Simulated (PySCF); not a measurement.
Ground-state electric properties of a mixed set of molecules.

All values: wB97X-D/def2-SVPD (PySCF) at GFN2-xTB geometries, gas phase, one conformer each. Core orbitals are frozen in the response; Δα² is half the sum of the squared differences of the principal polarisabilities.

Question: Rank by HOMO–LUMO gap, lowest first.
A. `c1nccc(p1)C#C`
B. `CO[SiH](OC)OC`
C. `CSCP(C)C`
D. `[SiH3]C1=CP1`
E. `CO[SiH2]OCCO`
F. `CC[Si@@H](N)O[SiH3]`

Answer: A (8.41 eV), D (9.61 eV), C (10.11 eV), F (11.22 eV), E (11.64 eV), B (12.36 eV).

Question: Rank by HOMO energy, highest first.
A. `CO[SiH](OC)OC`
B. `CO[SiH2]OCCO`
C. `c1cncpc1C#C`
D. `[SiH3]C1=CP1`
E. `CSCP(C)C`
F. `CC[Si@H](O[SiH3])N`

Answer: E (-8.00 eV), D (-8.69 eV), C (-9.13 eV), F (-9.29 eV), B (-9.77 eV), A (-10.15 eV).

All values together:

```csv
SMILES,formula,μ (D),HOMO (eV),LUMO (eV),α (Å³),Δα (Å³),electrons,α per electron (Å³)
CO[SiH2]OCCO,C3H10O3Si,2.83,-9.77,1.87,11.00,2.77,66,0.167
CSCP(C)C,C4H11PS,1.42,-8.00,2.11,14.33,3.89,66,0.217
[SiH3]C1=CP1,C2H5PSi,1.46,-8.69,0.92,11.05,4.56,46,0.240
CO[SiH](OC)OC,C3H10O3Si,1.07,-10.15,2.21,10.59,1.55,66,0.160
C#Cc1ccncp1,C6H4NP,1.73,-9.13,-0.73,14.99,10.85,62,0.242
CC[Si@@H](N)O[SiH3],C2H11NOSi2,1.17,-9.29,1.93,12.64,1.58,66,0.192
```

Conformers: `[CH3:1][O:2][SiH2:3][O:4][CH2:5][CH2:6][OH:7]` with C1–O2–Si3–O4 179°, O2–Si3–O4–C5 -179°, Si3–O4–C5–C6 -176°, O4–C5–C6–O7 62°, C5–C6–O7–H -50°; `[CH3:1][S:2][CH2:3][P:4]([CH3:5])[CH3:6]` with C1–S2–C3–P4 65°, S2–C3–P4–C5 71°; `[CH3:1][O:2][SiH:3]([O:4][CH3:5])[O:6][CH3:7]` with C1–O2–Si3–O4 40°, O2–Si3–O4–C5 -176°, O2–Si3–O6–C7 -54°; `[CH3:1][CH2:2][Si@@H:3]([NH2:4])[O:5][SiH3:6]` with C1–C2–Si3–N4 -169°, C2–Si3–N4–H -56° and 167°, C2–Si3–O5–Si6 -38°.

How closely does the mean polarisability follow the number of electrons in this set?

The correlation coefficient is 0.23; α per electron runs from 0.160 to 0.242 Å³.
